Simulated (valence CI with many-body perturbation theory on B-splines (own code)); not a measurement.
Results of a calculation; reference values are marked as such.
# Hyperfine factors and g values of Kr²¹⁺

Method: configuration interaction combined with many-body perturbation theory (CI+MBPT): five valence electrons over a frozen Dirac-Fock core [Ne], a basis of 11 s, 11 p, 10 d, 8 f, 5 g, 2 h functions for each j, with the one-electron correlation potential Σ1, the two-electron term Σ2, the three-electron term Σ3, Breit, model QED; selected CI, second order for the rest, scaled by the run's own slope (own B-spline code, finite nucleus).

No measured levels were compared; by estimate levels of excited configurations hold to 0.05 to 0.15 % of their energy, terms of the ground configuration to about 0.5 %. Among the levels kept, up to 3300 cm⁻¹ of a level comes from second order outside the variational space, and about a tenth of that is noise between levels of different J, which matters for small intervals.

A/g_I is the dipole constant over the nuclear g factor μ/I (μ in nuclear magnetons, uniformly magnetised nucleus), B/Q the quadrupole constant per barn. Both hold the static response of the core; the bare values leave it out. Large factors of s and p1/2 electrons are usually good to 5 to 10 %; those of open d and f shells near neutrality can be off by tens of per cent, and small factors of p3/2, d and f electrons come from cancelling terms and can be off by a factor of two or in sign, in half-filled shells by more. B is blank for J = 1/2, where it vanishes, and for nearly pure S terms. Energies count from the lowest level.

Names give the largest LS component (configuration and term), which can be under half, so a name can repeat, a term be missing and a line seem to break the LS rules; names also repeat where a configuration has a term twice. Letters in brackets count levels of one name in rising energy.

```
              Level  E (eV)      g  A/g_I (MHz)  A/g_I bare  B/Q (MHz/b)  B/Q bare
     3s²3p³ ⁴S°_3/2    0.00  1.744         8600        9090        10400     10100
     3s²3p³ ²D°_3/2    9.71  1.143         8390        8390        21900     21200
     3s²3p³ ²D°_5/2   13.29  1.198        29900       29200         -123      -117
     3s²3p³ ²P°_1/2   19.01  0.663        85900       82600                       
     3s²3p³ ²P°_3/2   26.90  1.243        16900       16700       -32400    -31500
       3s3p⁴ ⁴P_5/2   63.75  1.565        62600       60900        20000     19400
       3s3p⁴ ⁴P_3/2   70.10  1.641        36100       35600       -21100    -20500
       3s3p⁴ ⁴P_1/2   71.63  2.579       153000      148000                       
       3s3p⁴ ²D_3/2   79.31  0.963          783        1120       -28000    -27200
       3s3p⁴ ²D_5/2   82.41  1.229        69100       66700       -47400    -46000
3s²3p²3d ⁴F_3/2 [a]   88.57  0.916         6310        6630         2980      3100
3s²3p²3d ⁴F_3/2 [b]   90.33  0.847         7970        8030         53.5       224
       3s3p⁴ ²S_1/2   90.37  1.198        66200       64000                       
    3s²3p²3d ⁴F_5/2   92.14  1.122         4290        4670        12100     12200
3s²3p²3d ²F_5/2 [a]   95.87  0.943        23200       22700        -9790     -9300
    3s²3p²3d ⁴F_7/2   97.09  1.237         7660        7940         7260      7500
    3s²3p²3d ⁴D_1/2   97.48  0.597        83300       80100                       
3s²3p²3d ²F_7/2 [a]   98.67  1.244        11000       11200        18100     17800
    3s²3p²3d ⁴D_3/2   99.51  1.121        11200       11400       -12700    -12300
    3s²3p²3d ⁴F_9/2  100.83  1.286        13700       13800        -6550     -5830
3s²3p²3d ²P_1/2 [a]  102.14  0.958       104000       99200                       
    3s²3p²3d ⁴D_5/2  102.28  1.208        14300       14300       -11600    -11100
3s²3p²3d ²G_7/2 [a]  108.10  1.149        14100       14100        21300     21000
       3s3p⁴ ²P_3/2  109.64  1.215        -6650       -5710         9790      9620
    3s²3p²3d ⁴P_5/2  111.05  1.513         7460        8010         1800      1760
3s²3p²3d ²G_7/2 [b]  111.44  1.070        12700       12600        26000     25600
    3s²3p²3d ⁴P_3/2  112.67  1.524        13700       14100        -6400     -6370
    3s²3p²3d ⁴P_1/2  113.43  2.210        60500       59100                       
    3s²3p²3d ²G_9/2  114.18  1.155        11500       11500        47200     46300
3s²3p²3d ²D_3/2 [a]  115.74  0.979        15000       14900         9470      9320
3s²3p²3d ²P_1/2 [b]  118.79  1.049         3090        2960                       
3s²3p²3d ²D_5/2 [a]  119.67  1.143        11200       11300         8480      8500
3s²3p²3d ²D_3/2 [b]  122.80  0.952        12400       12200        -8050     -7960
3s²3p²3d ²P_1/2 [c]  123.18  0.906       -15100      -14400                       
3s²3p²3d ²F_5/2 [b]  123.51  1.082        12900       12800         -232      36.5
3s²3p²3d ²D_5/2 [b]  125.73  1.189         9570        9770        34300     33500
3s²3p²3d ²F_7/2 [b]  127.74  1.132        14300       14300        -4560     -4030
    3s²3p²3d ²P_3/2  129.66  1.240         7740        8160        -7720     -7440
    3s²3p²3d ²S_1/2  130.90  1.825        75000       72900                       
3s²3p²3d ²D_3/2 [c]  134.98  0.846         9060        9160        10500     10400
```

Q: Take the isotope of mass number 83, with I = 9/2, μ = -0.97073 μN and Q = 0.259 b. What is the hyperfine structure of 3s²3p³ ²D°_3/2?

A: From the table A = -1810 MHz, B = 5670 MHz. Shifts from the centre of gravity in MHz: F = 3: 17500, F = 4: 6510, F = 5: -3720, F = 6: -10800.
